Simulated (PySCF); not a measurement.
PySCF job for C2H3Cl3F2Si2, SMILES F[SiH](F)/C=C/[Si](Cl)(Cl)Cl, C-PCM-B3LYP/def2-SVP. The structure is a stationary point at r2SCAN-D4/def2-SVP. The structure was generated by enumeration; whether it is a known compound was not checked. Other conformers were not sampled.

```python
import numpy as np
from pyscf import gto, scf, dft
from pyscf.solvent import pcm

mol = gto.M(
    atom='''
    Si    3.16863309   -0.33980263   -0.10529955
    F     3.36776372    1.23435999    0.20413020
    F     3.80863865   -1.16484400    1.12671432
    C     1.34211145   -0.64849321   -0.18915496
    C     0.45862339    0.35909229   -0.03250433
    Si   -1.38257710    0.15711421   -0.09763379
    Cl   -2.21496672    0.75445948    1.68135095
    Cl   -2.15569520    1.32595319   -1.59939026
    Cl   -1.87153481   -1.80710426   -0.45014430
    H     3.92387565   -0.69055720   -1.32693644
    H     0.96205402   -1.66524305   -0.37068874
    H     0.83460090    1.37795695    0.15016798
    ''',
    basis='def2-SVP',
    charge=0,
    spin=0,
    max_memory=1600,
    verbose=3,
)
mf = dft.RKS(mol, xc='b3lyp').density_fit(auxbasis='def2-universal-jkfit')
mf.grids.level = 3
mf.conv_tol = 1e-9
mf.max_cycle = 100
mf.kernel()
res = {}
for name, eps in {'water': 78.355, '1-octanol': 9.8629, 'n-hexane': 1.8819}.items():
    s = mf.PCM()
    s.with_solvent.method, s.with_solvent.eps, s.with_solvent.lebedev_order = 'C-PCM', eps, 17
    s.kernel(mf.make_rdm1())
    res[name] = (s.e_tot, eps, s.dip_moment(), s.mo_energy, s.converged)
    print(f'{name}: electrostatic solvation free energy {(s.e_tot - mf.e_tot) * 627.509474:.3f} kcal/mol')
```

Output:

```
converged SCF energy = -2236.79965692462

WARN: PCM is an experimental feature. It is still in testing.
Features and APIs may be changed in the future.

converged SCF energy = -2236.80505864295
Dipole moment(X, Y, Z, Debye):  0.54817, -0.66972, -1.43183
water: electrostatic solvation free energy -3.390 kcal/mol

WARN: PCM is an experimental feature. It is still in testing.
Features and APIs may be changed in the future.

converged SCF energy = -2236.80452510856
Dipole moment(X, Y, Z, Debye):  0.51733, -0.65088, -1.40340
1-octanol: electrostatic solvation free energy -3.055 kcal/mol

WARN: PCM is an experimental feature. It is still in testing.
Features and APIs may be changed in the future.

converged SCF energy = -2236.80208314793
Dipole moment(X, Y, Z, Debye):  0.38844, -0.57425, -1.28170
n-hexane: electrostatic solvation free energy -1.522 kcal/mol
```

The run converged.

Cost: roughly 2.2 core-minutes.
